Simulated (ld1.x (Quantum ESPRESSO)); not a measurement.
## Ranking RRKJ potentials for scandium (Sc)

All share these settings but for the change named:

scandium, norm-conserving RRKJ (Kleinman–Bylander form), made with ld1.x (Quantum ESPRESSO) 7.5 (LDA (PZ), scalar-relativistic). Core [Ar], reference 3d1 4s1.5 4p0.5. Waves: 4s (bound): rc 3.00 bohr; 4p (bound): rc 4.20 bohr; 3d (bound): rc 1.35 bohr. Local part: all-electron potential smoothed inside 2.75 bohr (lloc = -1). Core correction: a·sin(br)/r model core inside 0.65 bohr. rho0 = 0.01.

Test errors are all-electron minus pseudo excitation energies from the reference, over 3d1 4s2 4p0; 3d1 4s1 4p0; 3d1 4s0 4p0; 3d2 4s0 4p0; 3d1 4s1 4p1; 3d1.5 4s1.5 4p0; 3d0 4s2 4p1. None of these files shows a bound ghost.

The base gives 253.9 meV.

Of 6 variants that were run, those that failed, showed a ghost or another fault, or gave nearly equal values are left out.

A variant can come out equal or close to the base, since the largest error may sit in a test that the change hardly touches while other tests move.

(1) Rank these variants by their largest absolute test error, smallest first.
A. local potential all-electron potential smoothed inside 2.48 bohr (lloc = -1)
B. local potential all-electron potential smoothed inside 4.82 bohr (lloc = -1)
C. local potential all-electron potential smoothed inside 3.40 bohr (lloc = -1)

## Answers

(1) A (247.0 meV), C (306.1 meV), B (475.0 meV).
